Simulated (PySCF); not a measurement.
Br₂Zn, charge +1, doublet, at a GFN2-xTB geometry (such geometries of metal compounds can be far from the true shape) (a state made from the parent by changing its charge; the spin is typed, not shown lowest).

The PySCF input:
```python
from pyscf import gto, scf

mol = gto.M(
    atom='''
Zn    0.00000000    0.00000000    0.00000000
Br   -0.00000000   -0.00000000   -2.37688728
Br    0.00000000    0.00000000    2.37688728
''',
    basis='pcseg-1',
    charge=1,
    spin=1,
    verbose=4,
)

mf = scf.UHF(mol)
mf.kernel()
mf.analyze()
```

Task: What does this run give for the <S^2>, nuclear repulsion energy, HOMO energy, total energy, number of basis functions?

Result: 
```json
{
  "<S^2>": "0.774",
  "nuclear_repulsion_energy": "603.8962 Eh",
  "HOMO energy": "-13.67 eV",
  "total_energy": "-6921.4781 Eh",
  "number_of_basis_functions": "85"
}
```

These values belong to the state on which the SCF converged, which isn't shown to be the lowest.
